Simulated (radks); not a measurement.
Neutral arsenic inside a hard spherical wall (all orbitals vanish at R), configuration held at [Ar] 3d10 4s2 4p3 and not refilled when levels cross. Method: scalar-relativistic Kohn-Sham, PBE, spin-unpolarised, spherical densities, finite nucleus; Fermi nuclear charge, rms radius 4.0968 fm; computed with a radial shooting solver on a logarithmic mesh with Libxc functionals. Eigenvalues in eV, with the zero of energy where the potential of the charges vanishes at infinity; a dash marks a level that is unbound or too diffuse for the functional's potential to be trusted. A positive occupied level is held by the wall or, in an anion where self-interaction has pushed it up, behind a barrier. The pressure on the wall is -dE/dV.

R (bohr) = free: E (hartree) -2260.79156; kinetic (hartree) 2304.287; e(3p) -133.68; e(3d) -40.646; e(4s) -14.494; e(4p) -5.195; e(5s, empty) -; e(5p, empty) -; pressure (GPa) 0
R (bohr) = 15: E (hartree) -2260.79156; kinetic (hartree) 2304.287; e(3p) -133.68; e(3d) -40.646; e(4s) -14.494; e(4p) -5.195; e(5s, empty) -0.414; e(5p, empty) 0.632; pressure (GPa) < 0.0001
R (bohr) = 12: E (hartree) -2260.79155; kinetic (hartree) 2304.287; e(3p) -133.68; e(3d) -40.643; e(4s) -14.492; e(4p) -5.193; e(5s, empty) -0.239; e(5p, empty) 1.130; pressure (GPa) 0.000309
R (bohr) = 8: E (hartree) -2260.78947; kinetic (hartree) 2304.305; e(3p) -133.52; e(3d) -40.491; e(4s) -14.369; e(4p) -5.072; e(5s, empty) 1.278; e(5p, empty) 3.987; pressure (GPa) 0.0933
R (bohr) = 6: E (hartree) -2260.76718; kinetic (hartree) 2304.442; e(3p) -132.66; e(3d) -39.640; e(4s) -13.721; e(4p) -4.361; e(5s, empty) 5.378; e(5p, empty) 10.091; pressure (GPa) 1.98
R (bohr) = 5: E (hartree) -2260.70401; kinetic (hartree) 2304.767; e(3p) -131.16; e(3d) -38.150; e(4s) -12.606; e(4p) -3.017; e(5s, empty) 11.361; e(5p, empty) 17.925; pressure (GPa) 10.8
R (bohr) = 4: E (hartree) -2260.44960; kinetic (hartree) 2305.874; e(3p) -127.40; e(3d) -34.459; e(4s) -9.621; e(4p) 0.783; e(5s, empty) 26.069; e(5p, empty) 35.518; pressure (GPa) 71.0
R (bohr) = 3: E (hartree) -2259.25582; kinetic (hartree) 2310.149; e(3p) -117.95; e(3d) -25.243; e(4s) 0.104; e(4p) 13.109; e(5s, empty) 68.634; e(5p, empty) 82.744; pressure (GPa) 642
R (bohr) = 2.5: E (hartree) -2257.21659; kinetic (hartree) 2316.707; e(3p) -108.05; e(3d) -15.565; e(4s) 13.804; e(4p) 29.753; e(5s, empty) 121.24; e(5p, empty) 138.59; pressure (GPa) 2390
R (bohr) = 2: E (hartree) -2251.40619; kinetic (hartree) 2334.431; e(3p) -88.909; e(3d) 3.692; e(4s) 48.522; e(4p) 69.737; e(5s, empty) 235.83; e(5p, empty) 256.33; pressure (GPa) 11500
